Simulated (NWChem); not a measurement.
The numbers come from NWChem runs, not from measurements. System: H2OSSn, charge 0, spin multiplicity 1, at a geometry optimised with PBE0/def2-SVP with def2 effective core potentials on Sn. The structure started from a generated list of species. Level: MP2/def2-SVP with def2 effective core potentials on Sn, 10 core orbitals frozen.

NWChem printed:

```
             Northwest Computational Chemistry Package (NWChem) 7.3.0
             --------------------------------------------------------

                                NWChem Input Module
                                -------------------

 Scaling coordinates for geometry "geometry" by  1.889725989
 (inverse scale =  0.529177249)

 Turning off AUTOSYM since
 SYMMETRY directive was detected!

                             Geometry "geometry" -> ""
                             -------------------------

 Output coordinates in angstroms (scale by  1.889725989 to convert to a.u.)

  No.       Tag          Charge          X              Y              Z
 ---- ---------------- ---------- -------------- -------------- --------------
    1 Sn                  50.0000     0.44706100    -0.37928400     0.00000000
    2 O                    8.0000     1.24096100     1.45008600     0.00000000
    3 H                    1.0000     0.61446900     2.18428500     0.00000000
    4 S                   16.0000    -1.90628500     0.37879300     0.00000000
    5 H                    1.0000    -2.39465300    -0.88144700     0.00000000

 Effective nuclear repulsion energy (a.u.)     331.6943000427

            Nuclear Dipole moment (a.u.)
            ----------------------------
        X                 Y               Z
 ---------------- ---------------- ----------------
    -0.0000113384     0.0000264562     0.0000000000

      Symmetry information
      --------------------

 Group name             Cs
 Group number              2
 Group order               2
 No. of unique centers     5

      Symmetry unique atoms

     1    2    3    4    5


 Summary of "ao basis" -> "" (spherical)
 ------------------------------------------------------------------------------
       Tag                 Description            Shells   Functions and Types
 ---------------- ------------------------------  ------  ---------------------
 *                          def2-svp                  on all atoms

 Summary of "ao basis" -> "ao basis" (spherical)
 ------------------------------------------------------------------------------
       Tag                 Description            Shells   Functions and Types
 ---------------- ------------------------------  ------  ---------------------
 Sn                         def2-svp                10       26   4s4p2d
 O                          def2-svp                 6       14   3s2p1d
 H                          def2-svp                 3        5   2s1p
 S                          def2-svp                 8       18   4s3p1d

                                 NWChem SCF Module
                                 -----------------

  ao basis        = "ao basis"
  functions       =    68
  atoms           =     5
  closed shells   =    24
  open shells     =     0
  charge          =   0.00
  wavefunction    = RHF
  use symmetry    = T
  symmetry adapt  = T

 Summary of "ao basis" -> "ao basis" (spherical)
 ------------------------------------------------------------------------------
       Tag                 Description            Shells   Functions and Types
 ---------------- ------------------------------  ------  ---------------------
 Sn                         def2-svp                10       26   4s4p2d
 O                          def2-svp                 6       14   3s2p1d
 H                          def2-svp                 3        5   2s1p
 S                          def2-svp                 8       18   4s3p1d

      Symmetry analysis of basis
      --------------------------

        a'         49
        a"         19

 Forming initial guess at       0.1s

      Superposition of Atomic Density Guess
      -------------------------------------

 Sum of atomic energies:        -722.13277335

      Non-variational initial energy
      ------------------------------

 Total energy =    -686.637104
 1-e energy   =   -1359.318891
 2-e energy   =     507.215436
 HOMO         =      -0.269083
 LUMO         =      -0.039566

      Symmetry analysis of molecular orbitals - initial
      -------------------------------------------------

  Numbering of irreducible representations:

     1 a'          2 a"

[...]
    53      0.198046  4 S  px                12     -0.192684  1 Sn py
     4      0.171588  1 Sn s

 Vector   23  Occ=2.000000D+00  E=-3.721683D-01  Symmetry=a"
              MO Center= -1.7D+00,  3.4D-01,  8.6D-16, r^2= 1.8D+00
   Bfn.  Coefficient  Atom+Function         Bfn.  Coefficient  Atom+Function
  ----- ------------  ---------------      ----- ------------  ---------------
    58      0.650370  4 S  pz                55      0.414310  4 S  pz
    52      0.239423  4 S  pz

 Vector   24  Occ=2.000000D+00  E=-3.431262D-01  Symmetry=a'
              MO Center= -2.5D-01, -3.5D-01,  1.4D-15, r^2= 4.2D+00
   Bfn.  Coefficient  Atom+Function         Bfn.  Coefficient  Atom+Function
  ----- ------------  ---------------      ----- ------------  ---------------
     3      0.416030  1 Sn s                 56     -0.391968  4 S  px
     4      0.327874  1 Sn s                 12     -0.256040  1 Sn py
    53     -0.256143  4 S  px                57      0.212218  4 S  py
    11      0.210828  1 Sn px                 2     -0.175227  1 Sn s
    15     -0.171684  1 Sn py

 Vector   25  Occ=0.000000D+00  E= 1.784784D-02  Symmetry=a"
              MO Center=  3.7D-01, -3.9D-01, -4.6D-15, r^2= 4.2D+00
   Bfn.  Coefficient  Atom+Function         Bfn.  Coefficient  Atom+Function
  ----- ------------  ---------------      ----- ------------  ---------------
    16      0.744452  1 Sn pz                13      0.387955  1 Sn pz
    58     -0.282126  4 S  pz                35     -0.188988  2 O  pz
    32     -0.150128  2 O  pz

 Vector   26  Occ=0.000000D+00  E= 9.179856D-02  Symmetry=a'
              MO Center=  5.7D-01, -5.1D-01,  3.8D-15, r^2= 5.2D+00
   Bfn.  Coefficient  Atom+Function         Bfn.  Coefficient  Atom+Function
  ----- ------------  ---------------      ----- ------------  ---------------
    14      1.007353  1 Sn px                29     -0.453751  2 O  s
    49      0.433976  4 S  s                 56      0.364350  4 S  px
    15      0.358725  1 Sn py                11      0.251624  1 Sn px
    57     -0.210352  4 S  py                42      0.163889  3 H  s

 Vector   27  Occ=0.000000D+00  E= 1.332031D-01  Symmetry=a'
              MO Center=  1.6D-01, -1.3D-01, -2.5D-16, r^2= 5.6D+00
   Bfn.  Coefficient  Atom+Function         Bfn.  Coefficient  Atom+Function
  ----- ------------  ---------------      ----- ------------  ---------------
    15      1.021710  1 Sn py                49     -0.713832  4 S  s
     4      0.561228  1 Sn s                 14     -0.488036  1 Sn px
    29     -0.478266  2 O  s                 56     -0.425908  4 S  px
    65      0.335406  5 H  s                  3      0.227615  1 Sn s
    33      0.204274  2 O  px                57      0.197859  4 S  py

 center of mass
 --------------
 x =   0.11049410 y =  -0.09117949 z =   0.00000000

 moments of inertia (a.u.)
 ------------------
         215.629117117874          36.931889538716           0.000000000000
          36.931889538716         606.959491427133           0.000000000000
           0.000000000000           0.000000000000         822.588608545007

  Mulliken analysis of the total density
  --------------------------------------

    Atom       Charge   Shell Charges
 -----------   ------   -------------------------------------------------------
    1 Sn  22    21.17   1.60  0.43  1.19  0.55  3.26  2.73  0.83  0.42  9.79  0.37
    2 O    8     8.69   1.99  1.04  0.76  2.80  2.09  0.01
    3 H    1     0.79   0.66  0.06  0.07
    4 S   16    16.42   2.00  1.99  1.16  0.72  5.94  1.72  2.84  0.04
    5 H    1     0.93   0.70  0.19  0.03

       Multipole analysis of the density wrt the origin
       ------------------------------------------------

     L   x y z        total         open         nuclear
     -   - - -        -----         ----         -------
     0   0 0 0      0.000000      0.000000     48.000000

     1   1 0 0     -0.049894      0.000000    -23.655049
     1   0 1 0     -0.824968      0.000000     20.068826
     1   0 0 1     -0.000000      0.000000      0.000000

     2   2 0 0    -37.799182      0.000000    289.154672
     2   1 1 0      0.120509      0.000000      9.160316
     2   1 0 1     -0.000000      0.000000      0.000000
     2   0 2 0    -32.149614      0.000000     99.384973
     2   0 1 1      0.000000      0.000000      0.000000
     2   0 0 2    -31.399720      0.000000      0.000000

                   NWChem MP2 Semi-direct Energy/Gradient Module
                   ---------------------------------------------

  Basis functions       =     68
  Molecular orbitals    =     68
  Frozen core           =     10
  Frozen virtuals       =      0
  Active alpha occupied =     14
  Active beta occupied  =     14
  Active alpha virtual  =     44
  Active beta virtual   =     44
  Use MO symmetry       = T
  Use skeleton AO sym   = T

  AO/Fock/Back tols     =   1.0D-09  1.0D-09  1.0D-09

 GA uses MA = F    GA memory limited = T

 Available:
  local mem=  1.15D+08
 global mem=  1.31D+08
 local disk=  0.00D+00
  mp2_memr nvloc                    44
  nvloc new                    44
   1 passes of  14:        3145728                      25140                   4686873.
   1 passes of  14: M    114677874           G      131062752           F     111532146.

 Semi-direct pass number   1 of   1  for RHF alpha+beta  at        2.1s
  vrange nnbf                  2234
  mp2_eaftype                    17  avail_ma_in_mb                   999
 EAF : mp2_eaftype filesize          17    2343436.
  mp2_eaf for mointskh                     17
Node 0 wrote     11.0 Mb in      0.0 s     Agg I/O rate:  1032.4 Mb/s
 Done moints_semi at        5.5s
  mp2_eaftype                    17  avail_ma_in_mb                   982
 EAF : mp2_eaftype filesize          17    2343436.
  mp2_eaf for kh                    17
 Done maket at        5.6s
 Done multipass loop at        5.6s

          -------------------------------------------
          SCF energy                -686.770927510654
          Correlation energy          -0.413255916740
          Singlet pairs               -0.253254878252
          Triplet pairs               -0.160001038488
          Total MP2 energy          -687.184183427394
          -------------------------------------------

          ---------------------------------------------------
                    Spin Component Scaled (SCS) MP2
          Same spin pairs                     -0.106667358992
          Same spin scaling factor             0.333333333333
          Opposite spin pairs                 -0.306588557748
          Opposite spin scaling fact.          1.200000000000
          SCS-MP2 correlation energy          -0.403462055629
          Total SCS-MP2 energy              -687.174389566282
          ---------------------------------------------------

 -----------------------
 Performance information
 -----------------------

 Timer overhead =  2.71D-07 seconds/call

               Nr. of calls         CPU time (s)                 Wall time (s)                GFlops
             ---------------    -------------------     ------------------------------   -------------------
Name         Min   Avg   Max    Min     Avg     Max     Min     Avg     Max   Mx/calls   Min     Max     Sum
mp2: moin     1     1     1    3.4     3.4     3.4      3.4     3.4     3.4     3.4      0.0     0.0     0.0
mp2: make     1     1     1   0.10    0.10    0.10     0.10    0.10    0.10    0.10      0.0     0.0     0.0
mp2: tota     1     1     1    3.6     3.6     3.6      3.6     3.6     3.6     3.6      0.0     0.0     0.0

 The average no. of pstat calls per process was 3.00D+00
 with a timing overhead of 8.12D-07s

 Task  times  cpu:        5.5s     wall:        5.5s

 Total times  cpu:        5.6s     wall:        5.6s
```

Write an NWChem input that would produce this output.

One answer among several that fit: 
```
start mol
memory heap 200 mb stack 800 mb global 1000 mb
geometry units angstroms nocenter noautoz
  Sn     0.447061    -0.379284     0.000000
  O      1.240961     1.450086     0.000000
  H      0.614469     2.184285     0.000000
  S     -1.906285     0.378793     0.000000
  H     -2.394653    -0.881447     0.000000
  symmetry group Cs
end
basis spherical
  * library def2-svp
end
ecp
  Sn library def2-ecp
end
scf
  rhf
  nopen 0
  maxiter 100
  thresh 1e-7
  semidirect memsize 60000000 filesize 0
end
mp2
  freeze core 10
end
task mp2 energy
```
